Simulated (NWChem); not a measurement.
NH3Se2; SMILES N[Se][SeH]

```xyz
6

Se    -0.4076    -0.9505     0.0085
N      1.1926    -1.8629     0.0135
H      1.7574    -1.6730     0.8503
H      1.7526    -1.6924    -0.8307
Se     0.0547     1.3868     0.0307
H      0.1387     1.5704    -1.4477
```
Atoms are numbered in this order, from 1.

Computed with NWChem. All runs use the structure optimised with PBE-D3(BJ)/def2-SVP.

### Question
Order these by “orbital gap (eV)”, lowest first: Hartree-Fock/aug-pcseg-1; Hartree-Fock/def2-SVP; Hartree-Fock/STO-3G; Hartree-Fock/pcseg-2.

### Answer
Hartree-Fock/aug-pcseg-1 (10.47), Hartree-Fock/pcseg-2 (11.44), Hartree-Fock/def2-SVP (11.80), Hartree-Fock/STO-3G (13.55)
